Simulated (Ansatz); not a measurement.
Cost and result for the atomization energy of CH6InNO (`[CH3][In]([NH2])[OH]`) (10 atoms, 9 bonds).

Z-matrix (Å, degrees):
```
C
In 1 2.128
H 1 1.089 2 109.1
H 1 1.090 2 110.4 3 120.5
H 1 1.090 2 109.9 3 -119.6
N 2 2.021 1 130.5 3 -161.1
O 2 1.997 1 117.3 3 12.9
H 6 1.009 2 118.6 1 -162.7
H 6 1.009 2 119.5 1 -24.9
H 7 0.959 2 113.5 1 -176.6
```

Total charge 0; spin multiplicity 1. Correlated methods include outer-core shells of In, which these sets cover unevenly. In: def2 effective core potential. All single points use the PBE0-D4/def2-TZVP geometry. It is one conformer, not always the lowest. Program: Ansatz. All runs use 4 threads of an Arm Neoverse V2 on a shared host. Times are those of one run each, without the atoms' runs, and a repeat can differ threefold. Electronic energies, without spin–orbit coupling; frozen cores. CCSD(T)/CBS adds CCSD(T) − MP2 in def2-TZVPP to the MP2 limit, and its time is that of the two runs behind it. T1 = 0.015. With those shells the extrapolation isn't a true limit. HSE06 is the plane-wave form, built on full-range PBE exchange.

CCSD(T)/CBS is a level of theory with its own doubt, some kJ/mol a heavy atom from the limit and from the frozen cores, so smaller differences don't rank the functionals.

```json
{"level": "LDA (SPW92)/def2-TZVPP", "functions": "227", "wall time": "0.85 s"}
{"level": "revPBE-D4/def2-TZVPP", "functions": "227", "wall time": "1.4 s"}
{"level": "BLYP-D4/def2-TZVPP", "functions": "227", "wall time": "1.4 s"}
{"level": "BHLYP-D4/def2-TZVPP", "functions": "227", "wall time": "1.9 s"}
{"level": "HSE06-D4/def2-TZVPP", "functions": "227", "wall time": "1.9 s"}
{"level": "r2SCANh-D4/def2-TZVPP", "functions": "227", "wall time": "2.8 s"}
{"level": "PBE-QIDH/def2-TZVPP", "functions": "227", "wall time": "3.4 s"}
{"level": "CCSD(T)/def2-SVP", "functions": "98", "wall time": "3.9 s"}
{"level": "ωB97X-V/def2-TZVPP", "functions": "227", "wall time": "5.5 s"}
{"level": "B97M-V/def2-TZVPP", "functions": "227", "wall time": "6.5 s"}
{"level": "MP2/def2-QZVPP", "functions": "433", "wall time": "11 s"}
{"level": "CCSD(T)/def2-TZVPP", "functions": "227", "wall time": "100 s"}
{"level": "CCSD(T)/CBS(def2)", "functions": "–", "wall time": "110 s"}
```

Question: What atomization energy does each give, and how far from CCSD(T)/CBS? (Best estimate.)

Answer: The calculation gave: 
| level | atomization (kcal/mol) | difference from CCSD(T)/CBS | per bond |
| --- | --- | --- | --- |
| LDA (SPW92)/def2-TZVPP | 907.3 | 111.3 | 12.4 |
| revPBE-D4/def2-TZVPP | 778.8 | -17.2 | -1.9 |
| BLYP-D4/def2-TZVPP | 787.5 | -8.5 | -0.9 |
| BHLYP-D4/def2-TZVPP | 758.2 | -37.8 | -4.2 |
| HSE06-D4/def2-TZVPP | 783.8 | -12.2 | -1.4 |
| r2SCANh-D4/def2-TZVPP | 780.2 | -15.8 | -1.7 |
| PBE-QIDH/def2-TZVPP | 778.5 | -17.5 | -1.9 |
| CCSD(T)/def2-SVP | 730.8 | -65.2 | -7.2 |
| ωB97X-V/def2-TZVPP | 792.4 | -3.6 | -0.4 |
| B97M-V/def2-TZVPP | 786.1 | -9.9 | -1.1 |
| MP2/def2-QZVPP | 795.7 | -0.3 | 0.0 |
| CCSD(T)/def2-TZVPP | 770.3 | -25.7 | -2.9 |
| CCSD(T)/CBS(def2) | 796.0 | 0.0 | 0.0 |

In def2-TZVPP, CCSD(T) changes the Hartree–Fock value by +232.9 kcal/mol (the triples alone add +13.3 kcal/mol) and MP2 by +242.9 kcal/mol; breaking electron pairs costs correlation energy, which Hartree–Fock lacks. From BLYP to BHLYP (50 % exact exchange), in def2-TZVPP and without D4, the atomization energy moves by −26.5 kcal/mol: exact exchange takes away binding that semilocal exchange gives to molecules. At CCSD(T), def2-SVP lies −65.2 kcal/mol from the extrapolated value and def2-TZVPP −25.7 kcal/mol: correlation converges slowly with the basis, and small sets miss more of it in the bonded molecule than in its fragments.

Spin–orbit coupling would lower the free In atoms strongly, and the atomization energy with them, by more than many differences here.
